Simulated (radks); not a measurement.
Task: The mean radii <r> (bohr) of the occupied orbitals of an atom or ion are listed with their occupations. Method: Dirac Kohn-Sham, BLYP, spin-unpolarised, spherical densities, finite nucleus; Fermi nuclear charge, rms radius of each element as measured or else 0.836 A^(1/3) + 0.57 fm; computed with a radial shooting solver on a logarithmic mesh with Libxc functionals.

| orbital | occ. | <r> |
|---|---|---|
| 1s1/2 | 2 | 0.04148 |
| 2s1/2 | 2 | 0.1832 |
| 2p1/2 | 2 | 0.1573 |
| 2p3/2 | 4 | 0.1613 |
| 3s1/2 | 2 | 0.5303 |
| 3p1/2 | 2 | 0.5335 |
| 3p3/2 | 4 | 0.5440 |
| 3d3/2 | 4 | 0.5534 |
| 3d5/2 | 6 | 0.5573 |
| 4s1/2 | 2 | 1.536 |
| 4p1/2 | 2 | 1.808 |
| 4p3/2 | 3 | 1.846 |

Name the element and its charge. Open shells, if any, fill j = l - 1/2 first.

Result: Z = 36, krypton, charge +1: Kr+ in [Ar] 3d10 4s2 4p5. The 1s radius gives Z: for a bare nucleus <r> = (2 gamma + 1)/(2Z) with gamma = sqrt(1 - (Z/c)^2), 0.04069 bohr for Z = 36, and screening makes it slightly larger (0.04148 here). The occupations add up to 35, and the charge is Z minus that.
